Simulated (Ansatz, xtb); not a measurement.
# Ranking isomers of GeHNO+

3 gas-phase structures of GeHNO+, found in a search over its isomers (lower ones may exist). Each was relaxed with GFN2-xTB:

A. a doublet given by its coordinates
B. a doublet given by its coordinates
C. the doublet with the links of `[NH][O+]=[Ge]`

B (Å):

```xyz
4

Ge   -0.7772    0.7934    1.5247
N     0.4081    0.9139    0.0695
O     0.8772    0.0616    0.9882
H     1.0185    1.0204   -0.7576
```

Close contacts (Å): Ge1–N2 1.88, Ge1–O3 1.89, N2–O3 1.34, N2–H4 1.03.

A (Å):

```xyz
4

Ge    1.9084   -0.9677   -0.0444
N     0.3684   -1.7260   -0.1389
O    -0.6770   -2.4556   -0.2499
H    -1.5360   -1.9722   -0.1073
```

Close contacts (Å): Ge1–N2 1.72, N2–O3 1.28, O3–H4 1.00.

**Question.** Make a reasoned guess at their ranking by r2SCAN-D4/def2-SVP//GFN2-xTB single-point energy.

**Answer.** Calculated order at r2SCAN-D4/def2-SVP//GFN2-xTB: B (0.0), A (58.1), C (61.0) kJ/mol. Less than 1 kcal/mol parts A and C, so the order within that pair means little.

Energies above the lowest of each column, in kJ/mol; the last columns are at r2SCAN-D4/def2-SVP geometries:

```
structure  GFN2-xTB  HF/STO-3G  r2SCAN-D4/def2-SVP//GFN2-xTB  r2SCAN-D4/def2-SVP  CCSD(T)/def2-TZVP
        B       0.0        0.0                           0.0                 0.0                0.0
        A      18.3       91.4                          58.1                57.1               80.0
        C      31.3       63.7                          61.0                50.6               72.9
```

Every level run on B puts it lowest or level with the lowest. CCSD(T)/def2-TZVP orders those it was run on as B (0.0), C (72.9), A (80.0) kJ/mol. Flexible structures stand in one conformer each, not always the lowest. Open shells are spin-unrestricted, some with notable spin contamination.

Programs: Ansatz 0.2.0, xtb 6.7.1.
